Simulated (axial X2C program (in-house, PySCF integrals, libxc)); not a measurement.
# Curves of TbH⁺ from open-shell CI on f9 s0

Computed with an in-house all-electron X2C program for linear molecules (integrals from PySCF): two-component X2C with atomic mean-field Coulomb and Gaunt terms, basis Tb dyall-v3z, H dyall-v3z (cores contracted in-house). Orbitals come from Hartree–Fock averaged over the configuration Tb f9 s0; CI then distributes these electrons over the f, s shells of Tb.

Scan along the bond; masses Tb 158.925 u, H 1.008 u. Energies in cm⁻¹ from the lowest point; levels are followed by energy order within each Ω. Lowest level at 2.042 Å: 100% f9.

```json
{"R (Å)": "1.899", "(1)Ω=15/2": "844", "(1)Ω=13/2": "997", "(1)Ω=11/2": "1131", "(1)Ω=9/2": "1252", "(1)Ω=7/2": "1360", "(1)Ω=5/2": "1449", "(1)Ω=3/2": "1513"}
{"R (Å)": "1.971", "(1)Ω=15/2": "215", "(1)Ω=13/2": "383", "(1)Ω=11/2": "529", "(1)Ω=9/2": "658", "(1)Ω=7/2": "770", "(1)Ω=5/2": "860", "(1)Ω=3/2": "923"}
{"R (Å)": "2.042", "(1)Ω=15/2": "0", "(1)Ω=13/2": "177", "(1)Ω=11/2": "331", "(1)Ω=9/2": "465", "(1)Ω=7/2": "578", "(1)Ω=5/2": "667", "(1)Ω=3/2": "729"}
{"R (Å)": "2.124", "(1)Ω=15/2": "157", "(1)Ω=13/2": "340", "(1)Ω=11/2": "498", "(1)Ω=9/2": "634", "(1)Ω=7/2": "747", "(1)Ω=5/2": "835", "(1)Ω=3/2": "896"}
{"R (Å)": "2.205", "(1)Ω=15/2": "651", "(1)Ω=13/2": "836", "(1)Ω=11/2": "995", "(1)Ω=9/2": "1131", "(1)Ω=7/2": "1243", "(1)Ω=5/2": "1329", "(1)Ω=3/2": "1387"}
{"R (Å)": "2.297", "(1)Ω=15/2": "1529", "(1)Ω=13/2": "1712", "(1)Ω=11/2": "1870", "(1)Ω=9/2": "2004", "(1)Ω=7/2": "2112", "(1)Ω=5/2": "2196", "(1)Ω=3/2": "2252"}
{"R (Å)": "2.410", "(1)Ω=15/2": "2942", "(1)Ω=13/2": "3122", "(1)Ω=11/2": "3276", "(1)Ω=9/2": "3405", "(1)Ω=7/2": "3509", "(1)Ω=5/2": "3588", "(1)Ω=3/2": "3642"}
```

Fit the curves (1)Ω=15/2, (1)Ω=13/2, (1)Ω=11/2, (1)Ω=9/2, (1)Ω=7/2, (1)Ω=5/2, (1)Ω=3/2 near their minima.

From the open-shell CI curves, Te from the lowest:

```csv
level,Te (cm⁻¹),Re (Å),ωe (cm⁻¹)
(1)Ω=15/2,0,2.051,1461.3
(1)Ω=13/2,178,2.049,1455.4
(1)Ω=11/2,332,2.048,1450.1
(1)Ω=9/2,466,2.047,1445.8
(1)Ω=7/2,579,2.047,1442.8
(1)Ω=5/2,669,2.047,1440.7
(1)Ω=3/2,731,2.048,1439.6
```

Without dynamic correlation distances can be off by several hundredths of an Å (long for ionic bonds, short for multiple bonds) and the wavenumbers are rough.

The 7 lowest curves are shown; the next is (1)Ω=1/2, from 761 cm⁻¹.

Dynamic correlation is missing, so gaps between terms are too wide and other configurations may lie lower; the lowest level listed is that of this model, not necessarily the ground state. At most 4 roots were kept for each Ω > 0 (twice that for Ω = 0) within 2.2 eV of the lowest, so higher up levels can be missing between those listed; levels with Ω > 0 are doubly degenerate and listed once, Ω = 0 levels singly. States that fill the shells left empty in the average are placed too high.
